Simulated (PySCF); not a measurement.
H2S2, SMILES SS. Geometry optimised at PBE0-D3(BJ)/def2-TZVP.

TDDFT-PBE/def2-TZVPD (PySCF) puts the lowest singlet excitations at 4.55, 4.56, 5.49, 5.53, 6.05, 6.05 eV and the lowest triplet (TDA) at 3.90 eV.

Question: What are the lowest singlet roots from PySCF with EOM-CCSD/aug-cc-pVDZ? (An estimate is asked for; the answer gives what the named calculation found.)

Answer: 5.11, 5.11, 5.97, 6.01, 6.92, 6.92 eV; triplets 4.44, 4.50, 5.70 eV. S1 differs by 0.56 eV (second minus first; roots are paired by order, and the bases may differ).
